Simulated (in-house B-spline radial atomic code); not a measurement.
Values are calculated unless marked as measured or tabulated.
**Pd in an electron gas of r_s = 3: phase shifts, screening, friction and resistivity**

A nucleus sits in a uniform electron gas with a rigid positive background. The Kohn-Sham equations are solved self-consistently in the spin-unpolarised LDA (PW92), non-relativistic, on B-splines with outgoing waves at the boundary and partial waves to l = 8. The model has no lattice, no bands and no magnetic solution. Atomic units; δ_l are the phase shifts at the Fermi level, counted so that each bound state adds π, and good to about 0.0005.

The density parameter is r_s = 3 bohr, near that of the valence electrons of Ag (1 per atom, density 10.5 g/cm³, mass 107.87 u, which gives r_s = 3.02).

```tsv
l	δ_l (rad)
0	12.7187
1	9.6233
2	6.1286
3	0.0020
4	0.0010
5	-0.0001
6	0.0000
7	-0.0001
8	-0.0001
```

Bound levels below the band bottom (hartree): s -21.84, p -18.35, d -11.9, s -2.666, p -1.591 and deeper ones.

Question: Check the Friedel sum rule, and say where the screening charge sits.

Answer: k_F = (9π/4)^(1/3)/r_s = 0.63972. The rule is Z = (2/π) Σ (2l + 1) δ_l. The terms are s 8.097, p 18.379, d 19.508, f 0.009 and 0.003 beyond, in all 45.996 against Z = 46. Bound states hold 8 s, 18 p, 10 d electrons, so the scattering states carry 10.00 in all.

Question: Find the transport cross section and the electronic stopping of a 5 keV Pd ion (mass 106.42 u).

Answer: σ_tr = (4π/k_F²) Σ (l + 1) sin²(δ_l − δ_(l+1)). The terms for l = 0 to 3 are 0.0021, 0.2392, 0.0730, 0.0000, all together 0.3143, so σ_tr = 30.707 × 0.3143 = 9.650 bohr². With n = 3/(4π r_s³) = 0.008842, the friction coefficient is Q = n k_F σ_tr = 0.0546. For v well below v_F = 0.640, dE/dx = Q v; with 24801 eV per u at v = 1, v = √(5000/(24801 × 106.42)) = 0.0435, so dE/dx = 0.00238 hartree/bohr = 1.22 eV/nm. The largest term couples the p and d waves.

Question: What residual resistivity would 1 atomic per cent of such centres give in Ag?

Answer: Δρ = k_F n_i σ_tr/n in atomic units of 21.74 μΩ·cm. With one host atom per 1 electron, n_i/n = 0.01/1, so Δρ = 0.6397 × 0.01000 × 9.650 × 21.74 = 1.34 μΩ·cm. This is an atom added to the gas, as on an interstitial site.

Question: On a substitutional site the background of one host ion, a sphere holding 1 charge, is taken out. The phase shifts for l = 0 to 4 become 12.4212, 9.3746, 6.0421, -0.0097, -0.0004. What follows?

Answer: The Friedel sum is now 45.00, for Z − 1 = 45. The sum in σ_tr is 0.2391, so σ_tr = 7.34 bohr² and Δρ = 1.02 μΩ·cm per atomic per cent, 0.76 times the value above. A real host ion scatters too, so this model doesn't give zero even for the host's own atom.
